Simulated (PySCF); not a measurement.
H₄N, SMILES [NH4+], charge +1. The structure is a stationary point at r2SCAN-D4/def2-TZVPD. The isomer is the one that the SMILES or the coordinates give; other isomers of the formula were not compared.

Computed equilibrium geometry at r2SCAN-D4/def2-TZVPD (PySCF confirms it by a frequency run) as a Z-matrix, and its point group:
point group Td.
```
N
H 1 1.0239
H 1 1.0239 2 109.47
H 1 1.0239 2 109.47 3 120.00
H 1 1.0239 2 109.47 3 -120.00
```
Charge +1, spin multiplicity 1.
